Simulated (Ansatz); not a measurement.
Reaction (substitution at a C–C bond): `FCCC[SiH3]` + `[AsH3]` → `[SiH3]CC[AsH2]` + `CF`

Program: Ansatz. Geometries: PBE0-D4/def2-TZVP. ΔE: electronic, gas phase. CBS: MP2 limit from def2 TZ/QZ plus the TZ coupled-cluster correction, frozen cores. This one scheme is used for every species. DFT in def2-TZVPP. B3LYP here is the variant with VWN-RPA as its local correlation; programs differ in this. For As outer-core shells are correlated without core-valence functions, which leaves a few kJ/mol of doubt a bond. Scalar relativity is left out up to krypton. One conformer a species, not always the lowest.

```
             level  ΔE (kJ/mol)  difference from CCSD(T)/CBS
            PBE-D4          8.0                          1.5
         r2SCAN-D4         11.7                          5.2
          B3LYP-D4          7.3                          0.8
           ωB97X-V         13.1                          6.6
           ωB97M-V         12.2                          5.7
            B2PLYP          8.3                          1.8
     HF/def2-TZVPP         15.0                          8.5
    MP2/def2-TZVPP          0.9                         -5.6
CCSD(T)/def2-TZVPP          6.9                          0.4
     HF/def2-QZVPP         14.9                          8.4
       CCSD(T)/CBS          6.5                            0
```

Largest T1 diagnostic among the species: 0.011.

In def2-TZVPP, CCSD(T) changes the Hartree–Fock value by −8.1 kJ/mol (the triples alone add −1.6 kJ/mol) and MP2 by −14.1 kJ/mol. The D4 term adds −4.2 kJ/mol with B3LYP and −2.2 kJ/mol with PBE0; it sums over pairs of atoms, weighted by their polarisabilities, and B3LYP, whose exchange is more repulsive, gets the larger term.
